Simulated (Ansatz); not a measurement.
These are frozen-core CCSD(T)/cc-pVTZ // ωB97X-D3(BJ)/def2-TZVP run with Ansatz (an electronic-structure program) values and carry that method's errors. The geometry is that of the parent before the electron was removed.

Ansatz 0.2 input:
```yaml
crystal:
  periodic: [false, false, false]
  atoms:
    - { symbol: F, position_ang: [-1.691855, -1.728539, 1.092508] }
    - { symbol: Si, position_ang: [-0.889285, -0.972758, -0.076123] }
    - { symbol: Si, position_ang: [-0.30228, 1.254177, -0.064681] }
    - { symbol: Si, position_ang: [1.344139, -0.420754, -0.003521] }
    - { symbol: H, position_ang: [-1.349832, -1.464053, -1.393971] }
    - { symbol: H, position_ang: [-0.342695, 1.992558, 1.218422] }
    - { symbol: H, position_ang: [-0.595758, 2.116627, -1.232122] }
    - { symbol: H, position_ang: [2.017619, -0.426594, 1.315578] }
    - { symbol: H, position_ang: [2.257304, -0.768218, -1.116124] }
basis:
  gaussian: { orbitals: cc-pVTZ }
correlation:
  method: ccsd_t
total_charge: 1
magnetization:
  spin_polarized: true
  initial_magnetization: 1
```

Output:

```
Functional definition: HF
1174 factors; integrals over basis functions are off by at most 1.1e-3 eV
mean field evaluation 1: about -26360.9410 eV, gradient 3.4e1 eV
mean field evaluation 2: about -26360.9560 eV, gradient 3.4e1 eV
mean field evaluation 4: about -26365.7103 eV, gradient 2.8e0 eV
mean field evaluation 8: about -26365.8348 eV, gradient 1.7e-1 eV
mean field evaluation 16: about -26365.7988 eV, gradient 7.3e-1 eV
mean field evaluation 32: about -26365.8357 eV, gradient 4.0e-5 eV
mean field evaluation 64: about -26365.8211 eV, gradient 3.5e-4 eV
mean field evaluation 96: about -26363.9137 eV, gradient 2.5e1 eV
mean field evaluation 128: about -26362.1472 eV, gradient 1.4e-1 eV
mean field evaluation 160: about -26359.3697 eV, gradient 3.4e1 eV
mean field evaluation 192: about -26361.7996 eV, gradient 4.2e-3 eV
mean field evaluation 224: about -26361.7026 eV, gradient 2.4e-1 eV
mean field evaluation 256: about -26365.8182 eV, gradient 1.9e-4 eV
mean field -26365.83567807 eV, -968.9265897637 hartree, gradient 6.9e-6 eV, S^2 0.784174; 9 other end points of the search recorded, 0 dependent functions left out
determinant -26365.83567807 eV, -968.9265897637 hartree, with singles and doubles -26383.28617456 eV, -969.5678836812 hartree
determinant -26365.82331820 eV, -968.9261355470 hartree, with singles and doubles -26383.21929908 eV, -969.5654260527 hartree
determinant -26365.82105928 eV, -968.9260525332 hartree, with singles and doubles -26383.21567921 eV, -969.5652930250 hartree
determinant -26365.82069052 eV, -968.9260389815 hartree, with singles and doubles -26383.25099539 eV, -969.5665908706 hartree
determinant -26365.81819405 eV, -968.9259472378 hartree, with singles and doubles -26383.24854105 eV, -969.5665006755 hartree
determinant -26365.81086755 eV, -968.9256779938 hartree, with singles and doubles -26383.18078924 eV, -969.5640108423 hartree
determinant -26365.83567807 eV, -968.9265897637 hartree, with singles and doubles -26383.08712116 eV, -969.5605686037 hartree
determinant -26365.82331820 eV, -968.9261355470 hartree, with singles and doubles -26383.05677694 eV, -969.5594534742 hartree
determinant -26365.82105928 eV, -968.9260525332 hartree, with singles and doubles -26383.05464671 eV, -969.5593751897 hartree
determinant -26365.82069052 eV, -968.9260389815 hartree, with singles and doubles -26383.07202088 eV, -969.5600136787 hartree
determinant -26365.81819405 eV, -968.9259472378 hartree, with singles and doubles -26383.07076815 eV, -969.5599676417 hartree
determinant -26365.81086755 eV, -968.9256779938 hartree, with singles and doubles -26382.98516979 eV, -969.5568219602 hartree
16 core orbitals not correlated
reference -26365.83567807 eV, -968.9265897637 hartree; 12, 11 occupied and 174, 175 virtual orbitals, 1174 factors
second order -15.84422221 eV of doubles, -0.00000000 eV of singles
cycle   1  -17.25144571 eV  change   -2.6e-6 eV  update   3.2e-6
perturbative correction -0.65629458 eV, -0.0241183809 hartree
Total energy: -26383.74341836 eV, -969.5846870812 hartree
```

Cost: roughly 70 core-minutes.
